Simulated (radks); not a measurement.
Coulomb parameter of the 4d shell of the molybdenum ion Mo2+ in the model configuration [Kr] 4d3 5p1, as a second difference U = [E(n + 0.5) + E(n - 0.5) - 2 E(n)] / (0.5)^2 with all orbitals relaxed. "Bare": the charge of the atom changes with n. "Screened": the 5p shell takes up the change at fixed total charge, which measures U(4d,4d) + U(5p,5p) - 2 U(4d,5p). Calculated with a radial shooting solver on a logarithmic mesh with Libxc functionals: scalar-relativistic Kohn-Sham, PBEsol, spin-unpolarised, spherical densities, finite nucleus; Fermi nuclear charge, rms radius 4.4091 fm.

case              configuration  E - E(n) (eV)
start              [Kr] 4d3 5p1          0.000
bare +0.5        [Kr] 4d3.5 5p1        -10.962
bare -0.5        [Kr] 4d2.5 5p1         13.890
screened +0.5  [Kr] 4d3.5 5p0.5         -4.898
screened -0.5  [Kr] 4d2.5 5p1.5          5.448

U(bare) = 11.713 eV, U(screened by 5p) = 2.197 eV, against the Slater integral F0(4d,4d) = 14.985 eV with frozen orbitals.
